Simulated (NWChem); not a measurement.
WSCl3, doublet; SMILES [S]=[W]([Cl])([Cl])[Cl]

Not confirmed as a minimum by frequencies. This spin state was assumed; another may lie lower. def2 effective core potentials on W; no spin-orbit coupling.

Question: Give the equilibrium geometry at PBE0/def2-SVP with def2 effective core potentials on W, spin-unrestricted (NWChem) as a list of bonds and angles, with the point group.

Answer: point group Cs; any orientation.
Bonded distances (Å): W1–S2 2.106, W1–Cl3 2.261, W1–Cl4 2.272, W1–Cl5 2.272. Bond angles (°): S2–W1–Cl3 116.3, S2–W1–Cl4 107.5, S2–W1–Cl5 107.5, Cl3–W1–Cl4 113.0, Cl3–W1–Cl5 113.0, Cl4–W1–Cl5 97.7.
